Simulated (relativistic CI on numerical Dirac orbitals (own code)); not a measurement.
Calculated at this level of theory: Dirac-Coulomb-Breit CI, separate exchange-only KLI orbitals for each configuration, model QED (radiative potential, 1s self-energy scaled to tabulated hydrogen-like ionisation energies), unscaled Slater integrals (own radial code, finite nucleus).

The strongest absorption lines from the ground level of an ion, among the configurations computed and to levels below about 583 eV (vacuum wavelength in Å, gf): 42.032 (0.16), 44.900 (1.1), 45.022 (2.6), 45.288 (3.1), 57.815 (1), 58.424 (0.27), 62.136 (0.94), 67.911 (0.39).

**Question.** Which ion is it?
A. Re⁴²⁺
B. Lu³⁸⁺
C. Au⁴⁶⁺
D. Ho³⁴⁺

**Answer.** A. Re⁴²⁺ has 33 electrons and the ground level 4s2 4p3 2P°_3/2; the strongest line goes to 4s2 4p2 4d 2D_5/2. The pattern of lines fixes the number of electrons, and along that sequence the line energies rise steadily with the charge (about as its square where n changes within one kind of shell, about linearly where n is kept but much faster in heavy ions where fine structure, which grows about as Z⁴, sets the gap, and irregularly where shells cross), which fixes Z. Configurations outside the model, such as inner-shell arrays, can give stronger lines. At this charge energies of transitions that change n are usually good to better than 1 %, and those within a shell (Δn = 0) to a few per cent.

LS names give the leading component of a level, which can be under half, so a name can repeat, a term be missing and a line seem to break the LS rules.
